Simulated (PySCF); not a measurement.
NMR data simulated for an unnamed compound:

$^{1}$H NMR (300 MHz, computed): δ 7.06 (m, 1H), 6.14 (m, 1H), 4.59 (m, 2H), 2.10 (s, 3H).

$^{13}$C{$^{1}$H} NMR (computed): δ 174.4 (C), 153.6 (CH), 131.8 (CH), 115.1 (C), 13.4 (CH3).

PySCF 2.14 calculation with shieldings: GIAO PBE0/pcSseg-1 and structure optimised with GFN2-xTB; a single conformation, non-relativistic, no solvent, rapidly exchanging positions averaged.

References, each an isolated molecule treated in the same way: TMS for $^{1}$H, $^{13}$C.

**Question.** Which of these does the molecule contain: a tert-butyl group, an aldehyde, an OH group, a Si–H bond, a non-aromatic C=C double bond?

**Answer.** 
- A tert-butyl group: no.
- An aldehyde: no.
- An OH group: no.
- A Si–H bond: yes (δH 4.59 (m)).
- A non-aromatic C=C double bond: yes.

The data belong to SMILES C1=C[SiH2]C(C)=C1F, C5H7FSi; they needn't prove each group on their own.

Carbon signals by region: 1 in the far downfield region (above 160 ppm), 3 in the sp2 and nitrile region (100–160 ppm), 1 below 50 ppm. Above 160 ppm: 174.4, fully substituted alkene carbon.

Splittings by $^{19}$F in the carbon and heteronuclear signals aren't shown, as no couplings were computed. Shifts are as computed. Against solution values, carbons near 30 ppm lie about +3 ppm off and those near 130 ppm about +5 ppm. Of 1211 compounds with measured shifts, 218 miss one by over three times the rms of a fit or turn the order of signals round; such compounds aren't used in these exercises. No couplings were computed; multiplicities are counted from neighbouring protons, with m where these are inequivalent, close in shift, in a saturated or five-membered ring or joined by F or P, and br s for small geminal =CH2 splittings.
